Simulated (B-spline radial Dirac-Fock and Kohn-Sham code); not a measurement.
**K-line shifts caused by a second vacancy in Cl⁻**

System: the Cl⁻ ion in the configuration [Ne] 3s2 3p6.

The run's input, task.json:

```json
{"items": [{
  "Z": 17,
  "q": -1,
  "cfg": [[1, 0, 2], [2, 0, 2], [2, 1, 6], [3, 0, 2], [3, 1, 6]],
  "A": 35,
  "rrms": 3.3654,
  "do": ["binding", "quiet", "double"]
}]}
```

Launch: `python xray_run.py task.json out`

Level of theory: Dirac-Fock energy differences between relaxed states, corrected for Breit and QED terms; a radial atomic solver. Each two-hole energy is an average over J within one jj subconfiguration, not an observable level; in light atoms, where LS coupling holds, the j-resolved values are not observed lines, and for a K spectator the Kα1 hypersatellite is nearly forbidden. Correlation energy is missing from these numbers.

Lines without a spectator: Kα2 (K-L2) 2620.8 eV, Kα1 (K-L3) 2622.4 eV, Kβ3 (K-M2) 2816.2 eV, Kβ1 (K-M3) 2816.3 eV. Shifts in eV with one spectator hole (a dash: not computed, or left out as unreliable):

```tsv
spectator hole	Kα2	Kα1	Kβ3	Kβ1
L2 (2p1/2)	+12.03	+15.12	–	+39.9
L3 (2p3/2)	+14.64	+13.76	+39.3	–
M2 (3p1/2)	–	+0.14	+1.68	+2.43
M3 (3p3/2)	+0.11	–	+2.36	+2.14
```

Problem. Where does the K-L3 hypersatellite lie, emitted when both K electrons are missing?

Solution. +171.9 eV from the normal line, at 2794.3 eV. Removing both K electrons costs 5861.2 eV, which is 223.4 eV more than twice the K binding energy. In light atoms the observed hypersatellite is the ¹S₀ → ¹P₁ component, which lies below this average, and the triplet component is nearly forbidden.

With n spectator holes in 2p, averaged over the 2p shell (energies in eV):

```
n    KαLⁿ   step  hypersatellite KαʰLⁿ
0  2621.9      –                2793.6
1  2636.1  +14.2                2809.2
2  2651.7  +15.6                2826.1
3  2668.6  +16.9                2844.4
4  2686.8  +18.2                2863.9
5  2706.4  +19.6                2884.8
```
